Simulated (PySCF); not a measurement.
## Computed vibrations of [Tl(OH)2]+

[Tl(OH)2]+ (singlet). PySCF 2.14.0, RKS PBE0, Tl def2-SVP with ECP60, O def2-SVP, H def2-SVP; non-relativistic Hamiltonian with scalar-relativistic core potentials where named; density fitting; no spin-orbit coupling. Central differences of gradients.

```xyz
5

Tl    0.0000    0.0000   -0.0215
O     1.9596    0.1476    0.1769
H     2.4253   -0.1595   -0.6236
O    -1.9596   -0.1476    0.1769
H    -2.4253    0.1595   -0.6236
```

Run from Python with OMP_NUM_THREADS=2. Where DIIS fails, smearing, a level shift and second-order steps follow.
It took 14 s on 2 threads of Arm Neoverse V2, with other jobs on the host.

(1) What are the harmonic wavenumbers and infrared intensities?

(2) Is this a minimum?

Answers

(1) Modes are labelled in C2; negative numbers are unstable modes, those under 60 cm⁻¹ near the noise; a finer grid moves soft modes by up to 10 cm⁻¹.
```tsv
cm⁻¹	km/mol	symmetry
58	34.7	a
154	1.6	a
172	49.6	b
570	0.0	a
673	28.3	b
976	105.2	b
1028	24.5	a
3760	451.1	b
3768	131.8	a
```

(2) Yes, within the noise of the softest modes. Ideal gas at 298.15 K and 1 bar: S = 308.1 J/(mol K), Cp = 68.7 J/(mol K), H − H(0 K) = 16.3 kJ/mol (rigid rotor, harmonic modes, spin degeneracy alone; the modes under 60 cm⁻¹ make these uncertain).
